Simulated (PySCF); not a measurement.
Vertical excitations of a molecule C₂H₁₁NSi₃ from TDA-PBE0/def2-SVPD run with PySCF, as energy in eV (oscillator strength): 6.00 (0.002), 6.42 (0.013), 7.02 (0.008), 7.17 (0.000), 7.18 (0.050), 7.25 (0.013). Lowest triplet (TDA): 5.67 eV. Geometry: PBE0-D3(BJ)/def2-SVP. Other conformers were not sampled.

Question: Pick the molecule that these values belong to.
A. C[Si@@H]1[SiH2]C[Si@H]1N
B. N[SiH2]/C=C/[SiH2][SiH3]
C. [SiH3]N1[SiH2]CC[SiH2]1
D. NC[Si@@H]1C[SiH2][SiH2]1

Answer: C, [SiH3]N1[SiH2]CC[SiH2]1
